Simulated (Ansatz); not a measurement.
Two-coordinate energy map

CH3Cu (SMILES [CH3][Cu]), singlet, PBE0-D4/def2-TZVP minimum:

```
5
angstrom
C -0.1505 -0.0112 -0.0638
Cu 1.6454 -0.0509 0.5574
H -0.6987 -0.8354 0.3960
H -0.1482 -0.1194 -1.1498
H -0.5981 0.9432 0.2189
```

Rows set the bond length C1–H3 (Å; 1.091 at the minimum), columns the angle Cu2–C1–H5 (°; 108.7), set in this order; the parts move rigidly, in a bend the first-named atom's side turns in the plane, and in a torsion the whole end group turns. CCSD(T) energies count from the value at that structure, in kJ/mol. Computed with Ansatz 0.2.0 (basis: def2-TZVPP); correlated methods freeze the cores. Filled d shells of the heavier atoms are correlated.

```tsv
C1–H3 \ Cu2–C1–H5	90.7	96.7	102.7	108.7	114.7	120.7	126.7
0.960	47.0	40.5	36.6	35.6	37.4	?	49.9
1.016	22.2	15.5	11.5	?	12.0	16.6	24.1
1.096	12.6	5.7	1.5	0.0	1.5	5.9	13.1
1.191	26.8	19.7	15.2	13.4	14.5	?	25.4
1.295	60.5	53.0	?	46.1	46.8	50.4	56.9
1.408	107.5	99.7	94.5	92.0	92.3	95.4	101.3
1.528	161.2	153.0	147.4	144.5	144.3	147.0	152.3
```

Question: Fill in the withheld cells. (An estimate is asked for; the value comes from the calculation.)

Answer: Computed: (0.960, 120.7): 42.2; (1.016, 108.7): 10.3; (1.191, 120.7): 18.5; (1.295, 102.7): 48.2 kJ/mol. These count from the CCSD(T) energy at the PBE0-D4 minimum.

The same grid for a cheaper method: PBE0-D4 − CCSD(T), both counted from the minimum, in kJ/mol:
```csv
C1–H3 \ Cu2–C1–H5,90.7,96.7,102.7,108.7,114.7,120.7,126.7
0.960,0.9,0.5,0.3,0.3,0.3,0.3,0.3
1.016,0.8,0.4,0.2,0.1,0.1,0.1,0.2
1.096,0.6,0.2,0.0,0.0,0.0,0.0,0.1
1.191,0.7,0.3,0.1,0.1,0.1,0.2,0.2
1.295,1.1,0.8,0.6,0.6,0.7,0.7,0.8
1.408,1.9,1.6,1.4,1.4,1.5,1.6,1.7
1.528,3.7,3.3,3.2,3.2,3.3,3.4,3.4
```

The T1 diagnostic stays at or below 0.035. The T1 diagnostic is large here, which may signal multireference character or strong orbital relaxation, so CCSD(T) is less sure. This choice of frozen cores biases the correlated bond energies of the heavy atoms.

For scale, one of the runs: CCSD(T)/def2-TZVPP, 137 basis functions (an equivalent command: `ansatz run in.yaml --threads 2`). The run took 24 s on 2 CPU threads (shared host), with 0.88 GiB of host memory at its peak.
